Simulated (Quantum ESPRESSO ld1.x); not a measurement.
All-electron atom: In2+ in [Kr] 4d10 5s1. All-electron calculation, scalar-relativistic Kohn-Sham, LDA (Slater exchange, VWN5 correlation), spin-unpolarised, spherical densities, point nucleus. Program: ld1.x of Quantum ESPRESSO 7.5.

Unscreened Slater integrals over Kohn-Sham orbitals (hartree). Empty in this configuration: 4f, 5d, 5p, 6s.

integral,value
"F0(4f,4f)",0.13710
"F2(4f,4f)",0.070926
"F4(4f,4f)",0.045966
"F6(4f,4f)",0.033540
"F0(4f,5d)",0.16103
"F2(4f,5d)",0.075683
"F4(4f,5d)",0.047253
"G1(4f,5d)",0.087991
"G3(4f,5d)",0.053752
"G5(4f,5d)",0.037676
"F0(4f,6s)",0.15108
"G3(4f,6s)",0.056302
"F0(4f,5p)",0.17387
"F2(4f,5p)",0.056873
"G2(4f,5p)",0.036048
"G4(4f,5p)",0.023723
"F0(4f,5s)",0.17650
"G3(4f,5s)",0.018776
"F0(5d,5d)",0.20842
"F2(5d,5d)",0.11161
"F4(5d,5d)",0.074622
"F0(5d,6s)",0.18500
"G2(5d,6s)",0.070952
"F0(5d,5p)",0.24377
"F2(5d,5p)",0.11092
"G1(5d,5p)",0.11658
"G3(5d,5p)",0.072933
"F0(5d,5s)",0.25277
"G2(5d,5s)",0.060861
"F0(6s,6s)",0.17090
"F0(6s,5p)",0.20635
"G1(6s,5p)",0.024486
"F0(6s,5s)",0.21281
"G0(6s,5s)",0.013465
"F0(5p,5p)",0.32191
"F2(5p,5p)",0.17442
"F0(5p,5s)",0.34926
"G1(5p,5s)",0.22916
"F0(5s,5s)",0.38793
